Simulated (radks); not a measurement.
Tm III, 67 electrons, occupied as [Xe] 4f13 (the NIST ground configuration). All-electron calculation, scalar-relativistic Kohn-Sham, PBE, spin-polarised, spherical densities, point nucleus; open shells are filled with parallel spins first (spin-orbit coupling, left out, can overturn this in heavy ions). Program: a radial shooting solver on a logarithmic mesh with Libxc functionals. Some entries of the table are withheld. Estimate them.

orbital,occ.,eigenvalue (hartree),<r^2> (bohr^2),<r> (bohr)
1s up,1,-2179.470,0.0005483,0.02001
1s down,1,-2179.470,0.0005483,0.02001
2s up,1,-368.1473,0.008513,0.08487
2s down,1,-368.1469,0.008513,0.08487
2p up,3,-325.0810,0.006945,0.07541
2p down,3,-325.0807,0.006945,0.07541
3s up,1,-83.15508,0.05579,0.2210
3s down,1,-83.13896,0.05578,0.2209
3p up,3,-70.11658,0.05626,0.2203
3p down,3,-70.10045,0.05624,0.2203
3d up,5,-54.03017,0.04687,0.1999
3d down,5,-54.01789,0.04685,0.1998
4s up,1,-16.82026,0.2798,0.4978
4s down,1,-16.78688,0.2799,0.4979
4p up,3,-12.53718,0.3179,0.5285
4p down,3,-12.50437,0.3179,0.5285
4d up,5,-6.85247,0.3796,(1)
4d down,5,-6.82024,0.3799,(2)
5s up,1,-2.50678,1.699,1.228
5s down,1,-2.49133,1.707,1.231
5p up,3,-1.52904,2.428,1.460
5p down,3,-1.51815,2.443,1.465
4f up,7,-0.65874,0.8638,0.7956
4f down,6,-0.63060,0.8877,0.8038

Answer. 
(1) 4d up <r> (bohr): 0.5717
(2) 4d down <r> (bohr): 0.5719
